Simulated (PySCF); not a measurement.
# Dy²⁹⁺: ionisation energy

Dy²⁹⁺ [Kr] 4d1 [4d3/2^1, M_J = 3/2] → Dy³⁰⁺ [Kr], as a difference of total energies. Calculation: PySCF 2.14, in an uncontracted even-tempered set (17 s from 2.6 bohr⁻², ratio 2.8; 14 p from 3.4 bohr⁻², ratio 2.8; 9 d from 3.4 bohr⁻², ratio 2.8; 3 f from 12 bohr⁻², ratio 3); the two-component X2C-1e Hamiltonian. Correlated levels: [Ar] 3d10 frozen; the 98 highest virtual spinors dropped. "Screened" scales the spin-orbit matrix elements by Boettger's factors to mimic the two-electron term; Breit and QED terms are absent.

```
                    method  ionisation energy (eV)
           GHF (spin-free)                  1053.0
          GMP2 (spin-free)                  1053.2
 GHF (screened spin-orbit)                  1059.1
GMP2 (screened spin-orbit)                  1059.3
```

Breit and QED terms and the two-electron picture change are absent.

The spin-free rows lack the spin-orbit shift.

For comparison: 1059 ± 4 eV (theoretical estimate listed by NIST; NIST Atomic Spectra Database, ionization energies).
